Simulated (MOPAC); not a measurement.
MOPAC input (PM6):

```
PM6 FORCE THERMO(298,298) PRECISE LET CHARGE=-1 GEO-OK AUX(PRECISION=9) THREADS=1
C4H

C     0.00000000 1   -0.00000000 1   -2.08765258 1
C    -0.00000000 1    0.00000001 1   -0.78286310 1
C     0.00000000 1   -0.00000001 1    0.54935107 1
C    -0.00000000 1    0.00000000 1    1.84549071 1
H     0.00000000 1   -0.00000000 1    2.85099720 1
```

From the output:

```
     H    5   0.043037   0.184379   0.556607   4.162125   4.659050

          HEAT OF FORMATION =     114.570628 KCALS/MOLE

          ZERO POINT ENERGY      19.082 KCAL/MOL

           NORMAL COORDINATE ANALYSIS (Total motion = 1 Angstrom)

   Root No.       1         2         3         4         5         6         7         8

                 1 Pi      1 Pi      2 Pi      2 Pi      3 Pi      3 Pi      1 Sig     2 Sig

                 228.2     228.2     558.0     558.0     692.9     692.9    1089.8    2641.0

           1    0.0000   -0.0000   -0.0000    0.0000    0.0000   -0.0000   -0.2082   -0.0294
           2   -0.1875   -0.0060    0.1041   -0.0003   -0.0072    0.0003   -0.0000   -0.0000
           3    0.0060   -0.1875    0.0003    0.1041   -0.0003   -0.0072    0.0000   -0.0000
           4   -0.0000    0.0000    0.0000   -0.0000   -0.0000    0.0000   -0.1784   -0.0041
           5    0.1891    0.0061   -0.3501    0.0011    0.0386   -0.0015   -0.0000    0.0000
           6   -0.0061    0.1891   -0.0011   -0.3501    0.0015    0.0386    0.0000   -0.0000
           7   -0.0000    0.0000   -0.0000    0.0000    0.0000   -0.0000    0.1520    0.1962
           8    0.1650    0.0053    0.3938   -0.0012   -0.0010    0.0000    0.0000    0.0000
           9   -0.0053    0.1650    0.0012    0.3938   -0.0000   -0.0010   -0.0000   -0.0000
          10    0.0000   -0.0000    0.0000   -0.0000    0.0000   -0.0000    0.2138   -0.1071
          11   -0.1398   -0.0045   -0.1474    0.0004   -0.1017    0.0041    0.0000   -0.0000
          12    0.0045   -0.1398   -0.0004   -0.1474   -0.0041   -0.1017   -0.0000    0.0000
          13    0.0000   -0.0000    0.0000   -0.0000   -0.0000    0.0000    0.2476   -0.6633
          14   -0.3181   -0.0102   -0.0046    0.0000    0.8506   -0.0339    0.0000   -0.0000
          15    0.0102   -0.3181   -0.0000   -0.0046    0.0339    0.8506   -0.0000    0.0000

   Root No.       9        10

                 3 Sig     4 Sig

                3041.2    3617.5

           1   -0.0113   -0.4425
           2   -0.0000   -0.0000
           3    0.0000    0.0000
           4   -0.0004    0.4837
           5    0.0000    0.0000
           6    0.0000   -0.0000
           7    0.1130   -0.0476
           8    0.0000   -0.0000
           9   -0.0000    0.0000
          10   -0.1611    0.0045
          11   -0.0000   -0.0000
          12   -0.0000    0.0000
          13    0.7141    0.0217
          14    0.0000   -0.0000
          15   -0.0000    0.0000

           MASS-WEIGHTED COORDINATE ANALYSIS (NORMAL COORDINATES)

   Root No.       1         2         3         4         5         6         7         8

                 1 Pi      1 Pi      2 Pi      2 Pi      3 Pi      3 Pi      1 Sig     2 Sig

                 228.2     228.2     558.0     558.0     692.9     692.9    1089.8    2641.0

           1    0.0000   -0.0000   -0.0000    0.0000    0.0000   -0.0000   -0.5391   -0.0992
           2   -0.5276    0.0190    0.1869    0.0005   -0.0267   -0.0013   -0.0000   -0.0000
           3   -0.0190   -0.5276   -0.0005    0.1869    0.0013   -0.0267    0.0000   -0.0000
           4   -0.0000    0.0000    0.0000   -0.0000   -0.0000    0.0000   -0.4620   -0.0138
           5    0.5319   -0.0191   -0.6286   -0.0018    0.1431    0.0070   -0.0000    0.0000
           6    0.0191    0.5319    0.0018   -0.6286   -0.0070    0.1431    0.0000   -0.0000
           7   -0.0000    0.0000   -0.0000    0.0000    0.0000   -0.0000    0.3937    0.6623
           8    0.4642   -0.0167    0.7070    0.0021   -0.0038   -0.0002    0.0000    0.0000
           9    0.0167    0.4642   -0.0021    0.7070    0.0002   -0.0038   -0.0000   -0.0000
          10    0.0000   -0.0000    0.0000   -0.0000    0.0000   -0.0000    0.5536   -0.3615
          11   -0.3934    0.0141   -0.2646   -0.0008   -0.3771   -0.0185    0.0000   -0.0000
          12   -0.0141   -0.3934    0.0008   -0.2646    0.0185   -0.3771   -0.0000    0.0000
          13    0.0000   -0.0000    0.0000   -0.0000   -0.0000    0.0000    0.1857   -0.6486
          14   -0.2592    0.0093   -0.0024   -0.0000    0.9133    0.0448    0.0000   -0.0000
          15   -0.0093   -0.2592    0.0000   -0.0024   -0.0448    0.9133   -0.0000    0.0000

   Root No.       9        10

                 3 Sig     4 Sig

                3041.2    3617.5

           1   -0.0397   -0.6731
           2   -0.0000   -0.0000
           3    0.0000    0.0000
           4   -0.0015    0.7359
           5    0.0000    0.0000
           6    0.0000   -0.0000
           7    0.3953   -0.0724
           8    0.0000   -0.0000
           9   -0.0000    0.0000
          10   -0.5639    0.0069
          11   -0.0000   -0.0000
          12   -0.0000    0.0000
          13    0.7240    0.0095
          14    0.0000   -0.0000
          15   -0.0000    0.0000

          DESCRIPTION OF VIBRATIONS

 VIBRATION          2    1Pi         ATOM PAIR     ENERGY CONTRIBUTION    RADIAL
 FREQUENCY           228.23         C 1 -- C 2         +43.8% (123.0%)      0.0%
 TRANSITION DIPOLE   0.2409         C 3 -- C 4         +42.1% (120.6%)      0.0%
 TRAVEL (Ang.)       0.3278         C 2 -- C 3          +8.7% ( 54.8%)      0.0%
 REDUCED MASS        2.7491         C 4 -- H 5          +5.4% ( 43.2%)      0.0%
 EFFECTIVE MASS     14.0341
 FORCE CONSTANT      0.0844

 VIBRATION          4    2Pi         ATOM PAIR     ENERGY CONTRIBUTION    RADIAL
 FREQUENCY           558.03         C 2 -- C 3         +56.7% ( 90.2%)      0.0%
 TRANSITION DIPOLE   2.8713         C 3 -- C 4         +25.8% ( 60.9%)      0.0%
 TRAVEL (Ang.)       0.1562         C 1 -- C 2         +16.0% ( 48.0%)      0.0%
 REDUCED MASS        4.9504         C 4 -- H 5          +1.5% ( 14.6%)      0.0%
 EFFECTIVE MASS     12.0110
 FORCE CONSTANT      0.9083

 VIBRATION          6    3Pi         ATOM PAIR     ENERGY CONTRIBUTION    RADIAL
 FREQUENCY           692.87         C 4 -- H 5         +95.8% ( 98.2%)      0.0%
 TRANSITION DIPOLE   0.8023         C 3 -- C 4          +2.9% ( 17.0%)      0.0%
 TRAVEL (Ang.)       0.3194         C 1 -- C 2          +0.7% (  8.5%)      0.0%
 REDUCED MASS        0.9539         C 2 -- C 3          +0.7% (  8.1%)      0.0%
 EFFECTIVE MASS      2.0171
 FORCE CONSTANT      0.2698

 VIBRATION          7    1Sig        ATOM PAIR     ENERGY CONTRIBUTION    RADIAL
 FREQUENCY          1089.81         C 2 -- C 3         +57.1% (149.7%)    100.0%
 TRANSITION DIPOLE   2.3956         C 4 -- H 5         +24.6% ( 98.3%)    100.0%
 TRAVEL (Ang.)       0.1441         C 3 -- C 4         +11.0% ( 65.7%)    100.0%
 REDUCED MASS        2.9795         C 1 -- C 2          +7.3% ( 53.4%)    100.0%
 EFFECTIVE MASS     12.7994
 FORCE CONSTANT      2.0849

 VIBRATION          8    2Sig        ATOM PAIR     ENERGY CONTRIBUTION    RADIAL
 FREQUENCY          2641.01         C 3 -- C 4         +46.0% ( 78.5%)    100.0%
 TRANSITION DIPOLE   1.0701         C 4 -- H 5         +31.0% ( 64.4%)    100.0%
 TRAVEL (Ang.)       0.0973         C 2 -- C 3         +22.5% ( 54.9%)    100.0%
 REDUCED MASS        2.6954         C 1 -- C 2          +0.5% (  8.2%)    100.0%
 EFFECTIVE MASS      7.6925
 FORCE CONSTANT     11.0768

 VIBRATION          9    3Sig        ATOM PAIR     ENERGY CONTRIBUTION    RADIAL
 FREQUENCY          3041.19         C 4 -- H 5         +61.8% ( 87.6%)    100.0%
 TRANSITION DIPOLE   2.7841         C 3 -- C 4         +31.7% ( 62.7%)    100.0%
 TRAVEL (Ang.)       0.1115         C 2 -- C 3          +6.5% ( 28.4%)    100.0%
 REDUCED MASS        1.7847
 EFFECTIVE MASS      5.7543
 FORCE CONSTANT      9.7251

 VIBRATION         10    4Sig        ATOM PAIR     ENERGY CONTRIBUTION    RADIAL
 FREQUENCY          3617.48         C 1 -- C 2         +75.8% ( 99.6%)    100.0%
```

The dipole moment of an ion depends on the origin.
